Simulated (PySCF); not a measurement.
Species: 2-bromopropene, C3H5Br.
Bonds: C1–C2 (double), C2–C3, C2–Br4. Hydrogens: H5, H6 on C1; H7, H8, H9 on C3.

Level: wB97X-D/def2-SVPD in PySCF, non-relativistic, on one gas-phase PBE0-D3(BJ)/def2-SVP geometry that isn't relaxed in the solvent. The solvent is an IEF-PCM continuum (van der Waals radii × 1.2), and excitations are vertical TDDFT with non-equilibrium linear response and a frozen core. Only the electrostatic response of the medium enters. Spin–orbit coupling is left out although an atom past zinc is present.

```
run  E − E(gas) (kcal/mol)  HOMO (eV)  HOMO–LUMO gap (eV)  dipole (D)  lowest singlet (eV)  static polarisability (au)
gas                   0.00      -9.10               10.65        1.75                 5.85                        60.2
  P                  -1.80      -9.11               10.72        2.19                 5.85                        75.7
  Q                  -2.39      -9.12               10.74        2.34                 5.86                        82.1
```

Task: The runs were made in acetone and chloroform. Which run belongs to which solvent?

Result: P = chloroform, Q = acetone. The dielectric constants are 4.711 (chloroform), 20.49 (acetone), and the energy falls further as ε rises. The optical constants n² used for the excitations are 2.09, 1.85 in the same order. In this model the ground state sees the solvent through ε alone.

Task: How constant is the ratio of the lowering to (ε − 1)/(2ε + 1)?

Result: 
```tsv
solvent	(ε − 1)/(2ε + 1)	E − E(gas) (kcal/mol)	ratio (kcal/mol)	polarisation term (kcal/mol)
chloroform	0.356	-1.80	-5.1	-1.99
acetone	0.464	-2.39	-5.1	-2.73
```

The ratio changes by +1.9 % in size from chloroform to acetone. The polarisation term is half the interaction of the solute with the induced surface charges.

The pairwise dispersion term of wB97X-D wasn't added to the energies; at a given geometry it leaves orbitals and properties as they are.
